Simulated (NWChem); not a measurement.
System: SiHOCl, singlet; SMILES O[Si]Cl

NWChem input:

```
start job
memory heap 200 mb stack 900 mb global 1100 mb
geometry units angstroms noautoz
  Si     0.631639     0.611268     0.000000
  Cl    -0.119745    -1.362943     0.000000
  O     -0.816070     1.436518     0.000000
  H     -0.718957     2.403061     0.000000
end
basis spherical
  * library def2-tzvp
end
dft
  xc slater vwn_5
  iterations 150
  vectors input atomic output neutral.movecs
end
task dft energy
charge 1
dft
  odft
  mult 2
  vectors input atomic output cation.movecs
end
task dft energy
```

NWChem printed, in part:

```
             Northwest Computational Chemistry Package (NWChem) 7.3.0
             --------------------------------------------------------

 CS  symmetry detected

                             Geometry "geometry" -> ""
                             -------------------------

 Output coordinates in angstroms (scale by  1.889725989 to convert to a.u.)

  No.       Tag          Charge          X              Y              Z
 ---- ---------------- ---------- -------------- -------------- --------------
    1 Si                  14.0000     0.66959706     0.60043185     0.00000000
    2 Cl                  17.0000    -0.16756911    -1.33895976     0.00000000
    3 O                    8.0000    -0.74056163     1.48832338     0.00000000
    4 H                    1.0000    -0.60119098     2.44968290     0.00000000

 Effective nuclear repulsion energy (a.u.)     130.1552101244

      Symmetry information
      --------------------

 Group name             Cs
 Group number              2
 Group order               2
 No. of unique centers     4

                                 NWChem DFT Module
                                 -----------------

 Summary of "ao basis" -> "ao basis" (spherical)
 ------------------------------------------------------------------------------
       Tag                 Description            Shells   Functions and Types
 ---------------- ------------------------------  ------  ---------------------
 Si                        def2-tzvp                13       37   5s5p2d1f
 Cl                        def2-tzvp                13       37   5s5p2d1f
 O                         def2-tzvp                11       31   5s3p2d1f
 H                         def2-tzvp                 4        6   3s1p

      Symmetry analysis of basis
      --------------------------

        a'         76
        a"         35

            General Information
            -------------------
          SCF calculation type: DFT
          Wavefunction type:  closed shell.
          No. of atoms     :     4
          No. of electrons :    40
           Alpha electrons :    20
            Beta electrons :    20
          Charge           :     0
          Spin multiplicity:     1
          Use of symmetry is: on ; symmetry adaption is: on
          Maximum number of iterations: 150
          AO basis - number of functions:   111
                     number of shells:    41
          Convergence on energy requested:  1.00D-06
          Convergence on density requested:  1.00D-05
          Convergence on gradient requested:  5.00D-04

              XC Information
              --------------
                        Slater Exchange Functional  1.000 local
                      VWN V Correlation Functional  1.000 local

             Grid Information
             ----------------
          Grid used for XC integration:  medium
          Radial quadrature: Mura-Knowles
          Angular quadrature: Lebedev.
          Tag              B.-S. Rad. Rad. Pts. Rad. Cut. Ang. Pts.
          ---              ---------- --------- --------- ---------
          Si                  1.10       88           8.0       590
          Cl                  1.00       88          11.0       590
          O                   0.60       49           9.0       434
          H                   0.35       45          10.0       434
          Grid pruning is: on
          Number of quadrature shells:   270
          Spatial weights used:  Erf1

      Superposition of Atomic Density Guess
      -------------------------------------

 Sum of atomic energies:        -823.59721555

      Non-variational initial energy
      ------------------------------

 Total energy =    -824.069774
 1-e energy   =   -1398.253663
 2-e energy   =     444.028678
 HOMO         =      -0.275124
 LUMO         =      -0.033139

      Symmetry analysis of molecular orbitals - initial
      -------------------------------------------------

  Numbering of irreducible representations:

     1 a'          2 a"

  Orbital symmetries:

     1 a'          2 a'          3 a'          4 a'          5 a'
     6 a'          7 a"          8 a'          9 a'         10 a'
    11 a"         12 a'         13 a'         14 a'         15 a'
    16 a'         17 a"         18 a"         19 a'         20 a'
    21 a"         22 a'         23 a'         24 a'         25 a'
    26 a"         27 a'         28 a'         29 a'         30 a"

   convergence    iter        energy       DeltaE   RMS-Dens  Diis-err
 ---------------- ----- ----------------- --------- --------- ---------
 d= 0,ls=0.0,diis     1   -822.3713774590 -9.53D+02  1.22D-02  2.44D+00
 d= 0,ls=0.0,diis     2   -821.8894362728  4.82D-01  1.12D-02  5.38D+00
 d= 0,ls=0.0,diis     3   -822.3728455686 -4.83D-01  3.75D-03  1.14D+00
 d= 0,ls=0.0,diis     4   -822.4661287536 -9.33D-02  2.90D-03  8.19D-02
 d= 0,ls=0.0,diis     5   -822.4733917913 -7.26D-03  1.09D-03  3.50D-02
  Resetting Diis
 d= 0,ls=0.0,diis     6   -822.4781733033 -4.78D-03  1.73D-04  8.10D-04
 d= 0,ls=0.0,diis     7   -822.4782657598 -9.25D-05  9.32D-05  5.33D-05
 d= 0,ls=0.0,diis     8   -822.4782447203  2.10D-05  5.81D-05  2.77D-04
 d= 0,ls=0.0,diis     9   -822.4782707701 -2.60D-05  1.36D-05  6.62D-06
 d= 0,ls=0.0,diis    10   -822.4782713836 -6.13D-07  2.18D-06  1.52D-07

         Total DFT energy =     -822.478271383619
      One electron energy =    -1400.175217962315
           Coulomb energy =      502.432636474453
    Exchange-Corr. energy =      -54.890900020186
 Nuclear repulsion energy =      130.155210124429

 Numeric. integr. density =       40.000001049051

                  Occupations of the irreducible representations
                  ----------------------------------------------

                     irrep           alpha         beta
                     --------     --------     --------
                     a'               16.0         16.0
                     a"                4.0          4.0

                       DFT Final Molecular Orbital Analysis
                       ------------------------------------

 Vector   18  Occ=2.000000D+00  E=-2.971350D-01  Symmetry=a"
              MO Center= -2.1D-01, -8.3D-01,  1.7D-15, r^2= 2.2D+00
   Bfn.  Coefficient  Atom+Function         Bfn.  Coefficient  Atom+Function
  ----- ------------  ---------------      ----- ------------  ---------------
    54      0.477201  2 Cl pz                57      0.318768  2 Cl pz
    51      0.236111  2 Cl pz                45     -0.193550  2 Cl pz
    82     -0.193348  3 O  pz                85     -0.155525  3 O  pz
    88     -0.128219  3 O  pz                48     -0.085618  2 Cl pz
    17      0.055181  1 Si pz                27     -0.049985  1 Si d -1

 Vector   19  Occ=2.000000D+00  E=-2.928833D-01  Symmetry=a'
              MO Center= -9.9D-02, -1.1D+00, -4.2D-17, r^2= 1.7D+00
   Bfn.  Coefficient  Atom+Function         Bfn.  Coefficient  Atom+Function
  ----- ------------  ---------------      ----- ------------  ---------------
    52      0.422974  2 Cl px                53     -0.279123  2 Cl py
    55      0.278953  2 Cl px                49      0.208110  2 Cl px
    56     -0.184900  2 Cl py                43     -0.170977  2 Cl px
    50     -0.138016  2 Cl py                44      0.112985  2 Cl py
    15      0.084268  1 Si px                46     -0.075435  2 Cl px

 Vector   20  Occ=2.000000D+00  E=-2.355821D-01  Symmetry=a'
              MO Center=  6.4D-01,  4.4D-01, -7.6D-15, r^2= 3.1D+00
   Bfn.  Coefficient  Atom+Function         Bfn.  Coefficient  Atom+Function
  ----- ------------  ---------------      ----- ------------  ---------------
     5      0.560148  1 Si s                  4      0.391985  1 Si s
     3     -0.235099  1 Si s                 15      0.221093  1 Si px
    52     -0.215164  2 Cl px                80     -0.215620  3 O  px
    55     -0.178206  2 Cl px                83     -0.175012  3 O  px
    53     -0.167570  2 Cl py                86     -0.166357  3 O  px

 Vector   21  Occ=0.000000D+00  E=-1.118590D-01  Symmetry=a"
              MO Center=  6.2D-01,  5.0D-01,  1.0D-14, r^2= 2.9D+00
   Bfn.  Coefficient  Atom+Function         Bfn.  Coefficient  Atom+Function
  ----- ------------  ---------------      ----- ------------  ---------------
    17      0.526581  1 Si pz                20      0.488802  1 Si pz
    57     -0.206344  2 Cl pz                88     -0.189579  3 O  pz
    82     -0.183381  3 O  pz                 8     -0.168478  1 Si pz
    14      0.165653  1 Si pz                54     -0.162289  2 Cl pz
    85     -0.142641  3 O  pz                51     -0.094124  2 Cl pz

 Vector   22  Occ=0.000000D+00  E=-3.852438D-02  Symmetry=a'
              MO Center=  5.3D-01,  1.2D+00,  1.1D-15, r^2= 4.6D+00
   Bfn.  Coefficient  Atom+Function         Bfn.  Coefficient  Atom+Function
  ----- ------------  ---------------      ----- ------------  ---------------
    19      0.684751  1 Si py                79     -0.614389  3 O  s
   108      0.478421  4 H  s                 16      0.313889  1 Si py
    42      0.253590  2 Cl s                 18     -0.209847  1 Si px
    55      0.205435  2 Cl px                87     -0.189781  3 O  py
     4     -0.151889  1 Si s                 86     -0.149670  3 O  px

 Vector   23  Occ=0.000000D+00  E=-9.995873D-03  Symmetry=a'
              MO Center=  2.0D-01,  7.3D-01,  3.0D-15, r^2= 5.0D+00
   Bfn.  Coefficient  Atom+Function         Bfn.  Coefficient  Atom+Function
  ----- ------------  ---------------      ----- ------------  ---------------
   108      0.678067  4 H  s                 79     -0.586256  3 O  s
    18     -0.556120  1 Si px                42     -0.445585  2 Cl s
    19     -0.436528  1 Si py                56     -0.402224  2 Cl py
     5      0.362286  1 Si s                 16     -0.315435  1 Si py
    15     -0.281646  1 Si px                 4      0.245624  1 Si s

     Multipole analysis of the density
     ---------------------------------

     L   x y z        total         alpha         beta         nuclear
     -   - - -        -----         -----         ----         -------
     0   0 0 0     -0.000000    -20.000000    -20.000000     40.000000

     1   1 0 0      0.261967      0.130984      0.130984      0.000000
     1   0 1 0      0.993908      0.496954      0.496954      0.000000
     1   0 0 1      0.000000      0.000000      0.000000      0.000000

     2   2 0 0    -25.040362    -33.059650    -33.059650     41.078938
     2   1 1 0     -0.219209      1.403391      1.403391     -3.025992
     2   1 0 1      0.000000      0.000000      0.000000      0.000000
     2   0 2 0    -19.119838   -115.347130   -115.347130    211.574422
     2   0 1 1     -0.000000     -0.000000     -0.000000      0.000000
     2   0 0 2    -22.553049    -11.276525    -11.276525      0.000000

                                 NWChem DFT Module
                                 -----------------

      Symmetry analysis of basis
      --------------------------

        a'         76
        a"         35

            General Information
            -------------------
          SCF calculation type: DFT
          Wavefunction type:  spin polarized.
          No. of atoms     :     4
          No. of electrons :    39
           Alpha electrons :    20
            Beta electrons :    19
          Charge           :     1
          Spin multiplicity:     2
          Use of symmetry is: on ; symmetry adaption is: on
          Maximum number of iterations: 150
          AO basis - number of functions:   111
                     number of shells:    41
          Convergence on energy requested:  1.00D-06
          Convergence on density requested:  1.00D-05
          Convergence on gradient requested:  5.00D-04

              XC Information
              --------------
                        Slater Exchange Functional  1.000 local
                      VWN V Correlation Functional  1.000 local

             Grid Information
             ----------------
          Grid used for XC integration:  medium
          Radial quadrature: Mura-Knowles
          Angular quadrature: Lebedev.
          Tag              B.-S. Rad. Rad. Pts. Rad. Cut. Ang. Pts.
          ---              ---------- --------- --------- ---------
          Si                  1.10       88           8.0       590
          Cl                  1.00       88          11.0       590
          O                   0.60       49           9.0       434
          H                   0.35       45          10.0       434
          Grid pruning is: on
          Number of quadrature shells:   270
          Spatial weights used:  Erf1

      Superposition of Atomic Density Guess
      -------------------------------------

 Sum of atomic energies:        -823.59721555

 Renormalizing density from      40.00 to     39

      Non-variational initial energy
      ------------------------------

 Total energy =    -811.037349
 1-e energy   =   -1363.297321
 2-e energy   =     422.104762
 HOMO         =      -0.601522
 LUMO         =      -0.331863

   Symmetry analysis of molecular orbitals - initial alpha
   -------------------------------------------------------

  Numbering of irreducible representations:

     1 a'          2 a"

  Orbital symmetries:

     1 a'          2 a'          3 a'          4 a'          5 a'
     6 a'          7 a"          8 a'          9 a'         10 a'
    11 a"         12 a'         13 a'         14 a'         15 a'
    16 a'         17 a"         18 a'         19 a"         20 a'
    21 a"         22 a'         23 a'         24 a'         25 a'
    26 a"         27 a'         28 a"         29 a'         30 a'

   Symmetry analysis of molecular orbitals - initial beta
   ------------------------------------------------------

  Numbering of irreducible representations:

     1 a'          2 a"

  Orbital symmetries:

     1 a'          2 a'          3 a'          4 a'          5 a'
     6 a'          7 a"          8 a'          9 a'         10 a'
    11 a"         12 a'         13 a'         14 a'         15 a'
    16 a'         17 a"         18 a'         19 a"         20 a'
    21 a"         22 a'         23 a'         24 a'         25 a'
    26 a"         27 a'         28 a"         29 a'         30 a'

[...]
```

Level: LDA (Slater exchange, VWN5)/def2-TZVP, vertical spin-unrestricted ions. Low-valent species are run as closed-shell singlets; no triplet was tried in these runs. Coordinates come from a B3LYP/6-31G* (spherical d) optimisation.
